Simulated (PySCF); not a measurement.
Cl₄H₂Si₂.

```xyz
8

Si     1.2132     1.3540     0.0000
Cl    -0.1834     2.8758     0.0000
Si     0.0066    -0.6177     0.0000
Cl    -1.1782    -0.7189     1.6647
Cl    -1.1782    -0.7189    -1.6647
Cl     1.2938    -2.2142     0.0000
H      2.0525     1.4443     1.2218
H      2.0525     1.4443    -1.2218
```
Charge 0, spin multiplicity 1.

The structure is a stationary point at ωB97X-D3(BJ)/def2-SVP. One conformer was computed; it need not be the lowest.

Computed with PBE0/pcSseg-1 in PySCF. Non-relativistic, no solvent.

Computed absolute GIAO shielding of each atom: isotropic value and principal components (ppm):
| atom | σ(iso) | σ11 | σ22 | σ33 | span |
|---|---|---|---|---|---|
| Si1 | 379.3 | 346.4 | 354.7 | 436.7 | 90.3 |
| Cl2 | 1043.7 | 1030.9 | 1048.1 | 1052.1 | 21.3 |
| Si3 | 316.6 | 305.4 | 312.9 | 331.6 | 26.2 |
| Cl4 | 795.7 | 665.7 | 779.1 | 942.4 | 276.7 |
| Cl5 | 795.7 | 665.7 | 779.1 | 942.4 | 276.7 |
| Cl6 | 796.2 | 664.0 | 789.3 | 935.3 | 271.3 |
| H7 | 26.3 | 22.3 | 25.1 | 31.3 | 9.0 |
| H8 | 26.3 | 22.3 | 25.1 | 31.3 | 9.0 |
